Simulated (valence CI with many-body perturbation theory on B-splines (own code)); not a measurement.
## Bi⁷⁷⁺: electric-dipole lines

Calculated by valence CI with perturbative core correlation (CI+MBPT): four valence electrons over a frozen Dirac-Fock core [He], a basis of 11 s, 11 p, 9 d, 7 f, 5 g, 2 h, 1 i functions for each j, with the one-electron correlation potential Σ1, the two-electron term Σ2, the three-electron term Σ3, Breit, model QED; selected CI, second order for the rest (own B-spline code, finite nucleus).

The last digits are not significant, and no measured levels were compared; by estimate large intervals hold to a few tenths of a per cent, small ones and those within an open d or f shell to about a per cent. Among the levels kept, up to 280 cm⁻¹ of a level comes from second order outside the variational space, and about a tenth of that is noise between levels of different J, which matters for small intervals.

Lines 51 to 100 of 240 in falling wavelength, among levels below 17606 eV, chosen from the strongest by gf and those to the six lowest levels. Wavelengths and rates use the calculated energies. Electric multipoles are in the length gauge, E1 and E2 with the static RPA response of the core. Weak lines are less certain than strong ones. Lines between different terms over intervals too small for the method are left out, as are lines whose strength nearly cancels. The highest levels of a list are the least certain.

Levels are named by their leading jj configuration (3d3/2^4 stands for four electrons in 3d with j = 3/2), which in mixed levels can hold well under half, so a name can repeat and another be missing. Letters in brackets count levels of one name in rising energy.

```csv
λ vac (Å),Upper,Lower,A (s⁻¹),log gf,Branch %
14.71,(2s 2p1/2 2p3/2 3p3/2) J=2 [d],(2s 2p1/2 2p3/2 3s) J=2 [c],1.87e+12,-0.52,0.5
14.68,(2s^2 2p1/2 3p3/2) J=2,(2s^2 2p1/2 3s) J=1,4.73e+12,-0.12,40.0
14.63,(2s 2p1/2 2p3/2 3p3/2) J=1 [c],(2s 2p1/2 2p3/2 3s) J=1 [c],2.05e+12,-0.71,0.5
14.59,(2s^2 2p1/2 3p3/2) J=1,(2s^2 2p1/2 3s) J=0,3.28e+12,-0.50,36.2
14.56,(2s 2p1/2 2p3/2 3p3/2) J=2 [b],(2s 2p1/2 2p3/2 3s) J=3,1.06e+12,-0.77,0.2
14.54,(2s 2p1/2^2 3p3/2) J=2,(2s 2p1/2^2 3s) J=1,4.56e+12,-0.14,4.3
14.51,(2s 2p1/2 2p3/2 3p3/2) J=2 [d],(2s 2p1/2 2p3/2 3s) J=1 [b],2.86e+12,-0.35,0.8
14.48,(2s^2 2p3/2 3p3/2) J=2,(2s^2 2p3/2 3s) J=1,2.59e+12,-0.39,12.7
14.48,(2s 2p1/2 2p3/2 3p3/2) J=1 [c],(2s 2p1/2 2p3/2 3s) J=0,2.37e+12,-0.65,0.6
14.40,(2s 2p1/2 2p3/2 3p3/2) J=2 [a],(2s 2p1/2 2p3/2 3s) J=2 [a],1.74e+12,-0.57,0.3
14.35,(2s 2p1/2 2p3/2 3p3/2) J=1 [d],(2s 2p1/2 2p3/2 3s) J=1 [b],3.12e+12,-0.54,3.2
14.30,(2s^2 2p3/2 3p3/2) J=2,(2s^2 2p3/2 3s) J=2,2.56e+12,-0.41,12.6
14.29,(2s 2p1/2 2p3/2 3p3/2) J=3 [b],(2s 2p1/2 2p3/2 3s) J=3,2.32e+12,-0.30,0.2
13.95,(2s^2 2p3/2 3p3/2) J=0,(2s^2 2p3/2 3s) J=1,5.76e+12,-0.77,22.7
6.192,(2s^2 2p3/2^2) J=2,(2s 2p1/2^2 2p3/2) J=1,9.12e+10,-2.58,27.9
5.890,(2s^2 2p3/2^2) J=2,(2s 2p1/2^2 2p3/2) J=2,1.03e+11,-2.57,31.6
4.498,(2s 2p1/2 2p3/2^2) J=2 [a],(2s^2 2p1/2 2p3/2) J=1,9.33e+12,-0.85,97.5
4.452,(2s 2p1/2 2p3/2^2) J=3,(2s^2 2p1/2 2p3/2) J=2,9.01e+12,-0.73,99.5
4.386,(2s 2p3/2^3) J=2,(2s^2 2p3/2^2) J=2,2.94e+13,-0.37,98.9
4.376,(2p1/2^2 2p3/2^2) J=2,(2s 2p1/2^2 2p3/2) J=1,2.76e+13,-0.40,47.6
4.367,(2p1/2 2p3/2^3) J=1,(2s 2p1/2 2p3/2^2) J=1 [a],4.29e+13,-0.43,47.4
4.353,(2p1/2^2 2p3/2 3s) J=1,(2s 2p1/2^2 3s) J=0,2.01e+13,-0.77,3.9
4.352,(2s 2p1/2 2p3/2 3p3/2) J=2 [c],(2s^2 2p1/2 3p3/2) J=1,3.55e+13,-0.30,7.0
4.351,(2p1/2 2p3/2^3) J=2,(2s 2p1/2 2p3/2^2) J=2 [b],5.37e+13,-0.12,60.8
4.346,(2s 2p1/2 2p3/2 3p3/2) J=3 [c],(2s^2 2p1/2 3p3/2) J=2,3.56e+13,-0.15,8.7
4.345,(2p3/2^4) J=0,(2s 2p3/2^3) J=1,1.19e+14,-0.47,99.5
4.338,(2s 2p1/2 2p3/2 3d3/2) J=2 [c],(2s^2 2p1/2 3d3/2) J=2,3.78e+13,-0.27,10.3
4.333,(2s 2p1/2 2p3/2 3d3/2) J=1 [d],(2s^2 2p1/2 3d3/2) J=1,3.32e+13,-0.55,1.0
4.333,(2s 2p1/2 2p3/2 3d3/2) J=2 [d],(2s^2 2p1/2 3d3/2) J=1,3.49e+13,-0.31,1.1
4.331,(2s 2p1/2 2p3/2 3p1/2) J=1 [b],(2s^2 2p1/2 3p1/2) J=1,4.05e+13,-0.47,5.1
4.331,(2s 2p1/2 2p3/2 3d3/2) J=3 [c],(2s^2 2p1/2 3d3/2) J=2,3.36e+13,-0.18,14.9
4.330,(2s 2p1/2 2p3/2 3s) J=1 [b],(2s^2 2p1/2 3s) J=1,3.20e+13,-0.57,5.2
4.328,(2s 2p1/2 2p3/2 3p1/2) J=2 [c],(2s^2 2p1/2 3p1/2) J=1,3.71e+13,-0.28,7.1
4.327,(2s 2p1/2 2p3/2 3p1/2) J=1 [c],(2s^2 2p1/2 3p1/2) J=0,3.90e+13,-0.48,6.7
4.323,(2s 2p1/2 2p3/2 3d3/2) J=1 [c],(2s^2 2p1/2 3d3/2) J=2,3.61e+13,-0.52,4.3
4.316,(2s 2p1/2 2p3/2 3p3/2) J=2 [d],(2s^2 2p1/2 3p3/2) J=2,3.45e+13,-0.32,9.2
4.315,(2s 2p1/2 2p3/2 3p3/2) J=1 [c],(2s^2 2p1/2 3p3/2) J=1,2.57e+13,-0.67,6.2
4.315,(2p1/2^2 2p3/2 3p1/2) J=2,(2s 2p1/2^2 3p1/2) J=1,2.85e+13,-0.40,2.0
4.314,(2s 2p1/2 2p3/2 3s) J=2 [c],(2s^2 2p1/2 3s) J=1,3.60e+13,-0.30,11.3
4.312,(2s 2p1/2 2p3/2 3s) J=1 [c],(2s^2 2p1/2 3s) J=0,2.99e+13,-0.60,10.9
4.303,(2s 2p1/2 2p3/2^2) J=0,(2s^2 2p1/2 2p3/2) J=1,3.09e+13,-1.07,99.8
4.302,(2s 2p1/2 2p3/2 3p3/2) J=1 [d],(2s^2 2p1/2 3p3/2) J=2,2.43e+13,-0.69,24.6
4.300,(2p1/2^2 2p3/2 3s) J=2,(2s 2p1/2^2 3s) J=1,2.82e+13,-0.41,11.5
4.290,(2s 2p1/2 2p3/2^2) J=1 [a],(2s^2 2p1/2 2p3/2) J=2,6.11e+12,-1.30,10.0
4.288,(2s 2p1/2^2 2p3/2) J=1,(2s^2 2p1/2^2) J=0,3.98e+13,-0.48,99.8
4.279,(2s 2p1/2 2p3/2^2) J=2 [b],(2s^2 2p1/2 2p3/2) J=2,5.56e+13,-0.12,92.6
4.271,(2s 2p1/2 2p3/2^2) J=1 [b],(2s^2 2p1/2 2p3/2) J=2,3.22e+13,-0.58,95.7
4.264,(2s 2p1/2 2p3/2^2) J=1 [a],(2s^2 2p1/2 2p3/2) J=1,5.49e+13,-0.35,89.6
4.260,(2p1/2^2 2p3/2^2) J=0,(2s 2p1/2^2 2p3/2) J=1,6.24e+13,-0.77,99.6
4.253,(2s 2p1/2 2p3/2^2) J=2 [b],(2s^2 2p1/2 2p3/2) J=1,4.36e+12,-1.23,7.3
```
